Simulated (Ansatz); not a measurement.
C2H6In (SMILES C[In]C): the energy, rung by rung

C2H6In has 9 atoms, charge 0, and is taken as a doublet. As SMILES, `C[In]C`. Geometry: optimised at wB97X-V/def2-SVP.

| atom | x (Å) | y (Å) | z (Å) |
| --- | --- | --- | --- |
| C | 0.4570 | 1.8147 | 0.1786 |
| In | 0.2802 | 0.0508 | -1.1241 |
| C | -0.4489 | -1.8132 | -0.2111 |
| H | -0.5321 | 2.0430 | 0.6118 |
| H | 0.8261 | 2.7011 | -0.3579 |
| H | 1.1486 | 1.5826 | 1.0069 |
| H | -1.4528 | -1.6378 | 0.2128 |
| H | -0.5045 | -2.6430 | -0.9310 |
| H | 0.2264 | -2.0983 | 0.6140 |

Quantity: the dissociation energy of the H5–C1 bond into doublet H and singlet C2H5In (shapes relaxed at wB97X-V/def2-SVP, no zero-point term), in eV. The values are calculated.

| level | kind | program | value (eV) | CPU time (all runs) |
| --- | --- | --- | --- | --- |
| UHF/def2-TZVP (core potential) | Hartree–Fock | Ansatz | 4.04 | 3.8 s |
| USVWN5/def2-TZVP (core potential) | LDA | Ansatz | 3.93 | 3 s |
| UBLYP/def2-TZVP (core potential) | GGA | Ansatz | 3.79 | 5.8 s |
| U-r2SCAN/def2-TZVP (core potential) | meta-GGA | Ansatz | 3.94 | 12 s |
| UPBE0-D4/def2-TZVP (core potential) | global hybrid | Ansatz | 3.94 | 6.5 s |
| U-wB97M-V/def2-TZVP (core potential) | range-separated hybrid | Ansatz | 4.00 | 23 s |
| UB2PLYP/def2-TZVP (core potential) | double hybrid | Ansatz | 3.83 | 12 s |
| RPA@PBE/def2-TZVP (core potential) | RPA | Ansatz | 3.78 | 15 s |

Spin-orbit coupling, which can split open shells on such heavy atoms by tenths of an eV, is left out. The values span 3.78 to 4.04 eV. A fragment with an even electron count was run as a singlet and may have a lower triplet. Measured bond enthalpies also hold zero-point and thermal terms, a few tenths of an eV less. Times are those of the runs behind each value, whatever else they computed, on shared processors of several kinds: orders of magnitude only.
